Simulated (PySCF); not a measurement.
# What a mistake does to a calculation on B2H5O2 anion

Calculated results; nothing here was measured. They come from PySCF 2.14.0, an open-source quantum chemistry program, on an isolated molecule that a program drew, which may never have been made. The molecule is B2H5O2 anion (charge -1, singlet), drawn as the SMILES string `BO[BH2-]O`.

Each row is a Hartree-Fock (HF) and frozen-core CCSD(T) single point in the aug-cc-pVDZ basis, meant for a local HF minimum. Run 1 is clean. Each other run has one planted mistake out of seven kinds, and not every kind appears here: one electron removed, one electron added, multiplicity raised by two, geometry at a saddle point, minimal basis STO-3G, one bond length entered in bohr, all coordinates scaled. The reference is restricted for singlets and unrestricted otherwise, and also for a bond in bohr. Adding or removing an electron swaps singlet and doublet. Electrons count all cores. HOMO and LUMO are orbital energies over both spins, the gradient is its largest component, and the lowest frequency (negative if imaginary) is given only where the gradient is small. Bond lengths are over the 8 bonds as drawn. T1 is the CCSD diagnostic: over 0.02 (restricted) or 0.045 (unrestricted) a single reference is doubtful.

Geometry of the clean run:
```xyz
9
B2H5O2 anion, angstrom
B     1.3377    1.6792    0.7324
O     0.1729    1.1081    0.5898
B    -0.3062    0.3646   -0.6776
O    -0.5240    1.3206   -1.7779
H     1.6169    2.2623    1.7734
H     2.1999    1.6669   -0.1362
H     0.5721   -0.4764   -0.9699
H    -1.3769   -0.1773   -0.3894
H     0.3080    1.5772   -2.1338
```

```
run  electrons  basis functions  <S^2>  HOMO (eV)  LUMO (eV)  gradient (hartree/bohr)  lowest frequency (cm^-1)  mean bond (Å)  longest bond (Å)      T1  HF (hartree)  CCSD(T) (hartree)                 mistake
  1         32              137  0.000      -5.26       3.57                  2.1e-05                        63         1.2749             1.545  0.0166    -202.13651         -202.80423                no fault
  2         32               25  0.000      -1.90      14.99                  6.5e-02                         -         1.2749             1.545  0.0189    -199.34059         -199.55544    minimal basis STO-3G
  3         32              137  0.000      -5.53       3.60                  6.2e-02                         -         1.3718             1.663  0.0192    -202.09832         -202.78279  all coordinates scaled
  4         31              137  0.776     -11.44      -2.84                  1.4e-01                         -         1.2749             1.545  0.0483    -201.98864         -202.64136                       ?
  5         32              137  2.019       0.75       1.06                  1.3e-01                         -         1.2749             1.545  0.0519    -201.95816         -202.61672                       ?
```

**Which mistake was planted in run 4, and what did it cost?**

It counts 31 electrons, one fewer than the clean run, at the same geometry and basis. So the mistake is: one electron removed. Subtracting run 1 and multiplying by 627.51 kcal/mol a hartree, the energy moved by 92.8 kcal/mol in HF and 102.2 kcal/mol in CCSD(T).

**Which mistake was planted in run 5, and what did it cost?**

Electrons, basis and geometry are unchanged, and <S^2> is 2.019, beside S(S+1) = 2.00 for a multiplicity of 3. So the mistake is: multiplicity raised by two. Subtracting run 1 and multiplying by 627.51 kcal/mol a hartree, the energy moved by 111.9 kcal/mol in HF and 117.7 kcal/mol in CCSD(T).

Cautions from the logs. Run 4: T1 is over the limit, so its CCSD(T) energy is less reliable; run 5: T1 is over the limit, so its CCSD(T) energy is less reliable and the HOMO is above zero, so the electron isn't bound and the energy depends on the basis.
